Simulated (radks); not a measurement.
Ionisation of the lead ion Pb2+, [Hg], to [Xe] 4f14 5d10 6s1 as the strength of local exchange is varied. Calculated with a radial shooting solver on a logarithmic mesh with Libxc functionals: scalar-relativistic Kohn-Sham, Slater X-alpha exchange (alpha = 2/3 is LDA exchange), no correlation, spin-polarised, spherical densities, finite nucleus; Fermi nuclear charge, rms radius 5.5012 fm.

[
 {"alpha": "0.663", "E(Pb2+) (hartree)": "-20853.5608", "exchange (hartree)": "-364.0575", "IE (eV)": "31.132", "-e of the level emptied (eV)": "26.475 (6s)", "<r> of it (bohr)": "2.187"},
 {"alpha": "0.667", "E(Pb2+) (hartree)": "-20855.7708", "exchange (hartree)": "-366.2938", "IE (eV)": "31.182", "-e of the level emptied (eV)": "26.525 (6s)", "<r> of it (bohr)": "2.186"},
 {"alpha": "0.684", "E(Pb2+) (hartree)": "-20865.1658", "exchange (hartree)": "-375.8034", "IE (eV)": "31.392", "-e of the level emptied (eV)": "26.740 (6s)", "<r> of it (bohr)": "2.180"},
 {"alpha": "0.769", "E(Pb2+) (hartree)": "-20912.2062", "exchange (hartree)": "-423.4802", "IE (eV)": "32.455", "-e of the level emptied (eV)": "27.822 (6s)", "<r> of it (bohr)": "2.150"},
 {"alpha": "0.779", "E(Pb2+) (hartree)": "-20917.7475", "exchange (hartree)": "-429.1034", "IE (eV)": "32.580", "-e of the level emptied (eV)": "27.951 (6s)", "<r> of it (bohr)": "2.147"},
 {"alpha": "0.878", "E(Pb2+) (hartree)": "-20972.6875", "exchange (hartree)": "-484.9336", "IE (eV)": "33.838", "-e of the level emptied (eV)": "29.238 (6s)", "<r> of it (bohr)": "2.113"},
 {"alpha": "0.894", "E(Pb2+) (hartree)": "-20981.5805", "exchange (hartree)": "-493.9841", "IE (eV)": "34.043", "-e of the level emptied (eV)": "29.448 (6s)", "<r> of it (bohr)": "2.108"},
 {"alpha": "1.018", "E(Pb2+) (hartree)": "-21050.6319", "exchange (hartree)": "-564.3831", "IE (eV)": "35.648", "-e of the level emptied (eV)": "31.100 (6s)", "<r> of it (bohr)": "2.069"}
]

NIST Atomic Spectra Database: 31.937 eV (measured). The Delta-SCF value meets it near alpha = 0.73.

Beside tabulated values, note that scalar-relativistic runs lack spin-orbit coupling.
